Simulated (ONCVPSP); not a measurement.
Pseudopotentials across the periodic table

Generated with ld1.x 7.5 (TM, RRKJ, ultrasoft, PAW), atompaw 4.2 or ONCVPSP 4.0.1. The cutoff is in Ry: for ld1.x and atompaw files where the sum of valence levels is converged to 10 mRy in a Bessel basis, for ONCV files where the hardest occupied wave has 1 mHa per electron of residual kinetic energy. The error is the largest all-electron minus pseudo excitation energy over each file’s own four to seven test configurations (ionisations up to +4, promotions, holes and added fractions of an electron), all of which were solved. The labels leave out finer settings (local radius, basis sizes, second energies), which also bear on the numbers. Spin-polarised tests are not counted. The rows are a selection from randomly drawn settings: files with unsolved tests, undetermined cutoffs or missed reference levels are left out.

A true bound ghost makes a file unfit for plane-wave use even where its test errors are small: the radial tests pick states by their node count and pass the ghost by.

| element | potential | cutoff (Ry) | largest error (meV) | bound ghosts |
| --- | --- | --- | --- | --- |
| C | ONCV, PBE, scalar-relativistic, rc 0.90/2.40/1.80 (spd), local smoothed, core correction yes, reference 2s1.5 2p2.5, qcut 6.2/7/6.1, projectors 2/2/2 | 39 | +482 | none |
| N | ONCV, PBE, scalar-relativistic, rc 0.85/1.30/1.20 (spd), local smoothed, core correction yes, reference 2s1.75 2p3.25, qcut 6.7/6.8/8.5, projectors 1/2/2 | 102 | +146 | none |
| Ne | ONCV, LDA (Perdew-Zunger), scalar-relativistic, rc 0.65/1.40/1.30 (spd), local s, core correction yes, reference 2s2 2p6, qcut 8.1/10.8/7.1, projectors 0/2/1 | 803 | +2444 | none |
| Cl | ONCV, PBE, non-relativistic, rc 1.40/1.15/1.15 (spd), local d, core correction yes, reference 3s1.75 3p5.25, qcut 4.1/7.3/9.2, projectors 2/1/0 | 171 | +24 | none |
| Cl | ONCV, LDA (Perdew-Zunger), scalar-relativistic, rc 1.64/1.64/1.64 (spd), local smoothed, core correction yes, reference 3s2 3p5, qcut 3.9/7.3/8.5, projectors 2/2/1 | 92 | +92 | none |
| Cu | ONCV, PBE, scalar-relativistic, rc 0.85/1.10/0.85 (spd), local d, core correction no, reference 3s2 3p6 3d10, qcut 16.4/16/21.8, projectors 2/2/0 | 302 | -11 | none |
| Ce | ONCV, PBE, scalar-relativistic, rc 2.70/2.50/4.00/1.80 (spdf), local smoothed, core correction yes, reference 4f1 5s2 5p6 5d1 6s1.5 6p0.5, qcut 3.7/4.6/4.6/10.7, projectors 2/2/2/2 | 86 | -9.6 | none |
| Lu | ONCV, LDA (Perdew-Zunger), scalar-relativistic, rc 3.05/4.00/2.40 (spd), local d, core correction no, reference 5d1 6s1.5 6p0.5, qcut 1.9/2/4.3, projectors 2/2/0 | 18 | +143 | none |
| Re | ONCV, BLYP, scalar-relativistic, rc 1.75/1.55/2.30 (spd), local smoothed, core correction no, reference 5s2 5p6 5d5 6s1.5, qcut 8.1/9/6.8, projectors 2/2/2 | 53 | -16 | none |

**Question.** Fill in the row for I: ONCV, PBE, fully relativistic, rc 1.35/1.50/1.45 (spd), local smoothed, core correction yes, reference 4s2 4p6 4d10 5s1.5 5p5.5, qcut 10.3/10/12.5, projectors 2/2/2.

**Answer.** cutoff 103 Ry, largest error -2.7 meV, bound ghosts: s.
